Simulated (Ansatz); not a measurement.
Relaxation of C₄H₁₀OSi (16 atoms, charge 0, multiplicity 1), to a largest force component of 0.015 eV/Å in at most 40 steps.

Method: RKS B3LYP-D4/6-31G in Ansatz.

```xyz
16
Properties=species:S:1:pos:R:3:forces:R:3
C -0.415 -1.627 0.741 -2.38 3.14 0.22
C 0.099 -0.327 0.087 0.49 -1.65 2.29
C 1.538 -0.101 0.413 1.82 -0.02 1.91
O -0.024 -0.349 -1.349 -0.43 -1.01 -1.73
C -0.487 1.002 -1.597 -1.78 1.11 -1.80
Si -1.004 1.213 0.197 -0.18 0.96 1.20
H -0.427 -1.508 1.827 0.05 0.00 0.13
H -1.455 -1.765 0.406 0.17 -0.25 0.14
H 0.136 -2.442 0.494 1.91 -2.65 -0.92
H 2.172 -0.973 0.163 -0.33 0.12 -0.22
H 1.988 0.764 -0.071 -0.11 0.25 -0.31
H 1.729 0.059 1.520 -0.46 -0.13 -0.91
H -1.345 1.103 -2.328 1.15 -0.52 0.37
H 0.330 1.630 -1.893 0.46 0.56 -0.44
H -2.441 0.902 0.488 -0.03 0.19 0.07
H -0.416 2.396 0.944 -0.36 -0.10 0.01
```

Where does it end, and by what steps?

The run converged. The force dipped under the threshold on the way, but the program's further checks kept it going. Limits of this set-up: no polarisation functions. After 10 steps the energy has fallen by 0.574 eV; H14 moved furthest, 0.53 Å.

| step | energy less start (eV) | largest force component (eV/Å) | accepted |
| --- | --- | --- | --- |
| 0 | 0.0000 | 3.136 | yes |
| 1 | -0.4812 | 1.072 | yes |
| 2 | -0.5579 | 0.316 | yes |
| 3 | -0.5649 | 0.068 | yes |
| 4 | -0.5697 | 0.105 | yes |
| 5 | -0.5715 | 0.130 | yes |
| 6 | -0.5729 | 0.039 | yes |
| 7 | -0.5735 | 0.014 | yes |
| 8 | -0.5739 | 0.018 | yes |
| 9 | -0.5740 | 0.028 | yes |
| 10 | -0.5740 | 0.013 | yes |

```xyz
16
Properties=species:S:1:pos:R:3
C -0.441 -1.594 0.612
C 0.198 -0.288 0.163
C 1.635 -0.134 0.639
O 0.188 -0.246 -1.354
C -0.647 0.949 -1.676
Si -0.930 1.316 0.209
H -0.479 -1.655 1.707
H -1.460 -1.694 0.224
H 0.148 -2.442 0.239
H 2.240 -0.972 0.268
H 2.081 0.794 0.268
H 1.686 -0.131 1.735
H -1.526 0.659 -2.260
H -0.066 1.684 -2.241
H -2.328 1.161 0.742
H -0.322 2.572 0.769
```

Whether the end is a true minimum wasn't checked by a vibrational analysis.

Run time: 77 s on 1 thread of Intel(R) Xeon(R) Processor @ 2.70GHz, on a shared host, peak memory 0.21 GiB.
